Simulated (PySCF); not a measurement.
ClGe₂H₅, SMILES [Cl][GeH2][GeH3].

Geometry optimised at PBE0-D3(BJ)/def2-SVP. This is a generated structure with no PubChem entry under its InChIKey; it may be hypothetical.

The numbers are results of CAM-B3LYP/def2-TZVPD (PySCF), not measurements.

The molecule is in vacuum.

| Property | Value |
|---|---|
| total energy | -4617.51954 hartree |
| point group | Cs |
| highest occupied level | -9.37 eV |
| lowest empty level | 0.12 eV |
| orbital gap | 9.49 eV |
| dipole moment | 2.23 D |
| quadrupole, principal values (traceless, Buckingham form, about the centre of nuclear charge) | -4.74, 1.74, 3.00 D·Å |
| mean static polarisability | 81.2 bohr³ (12.03 Å³) |
| polarisability, principal values | 69.1, 78.2, 96.3 bohr³ |
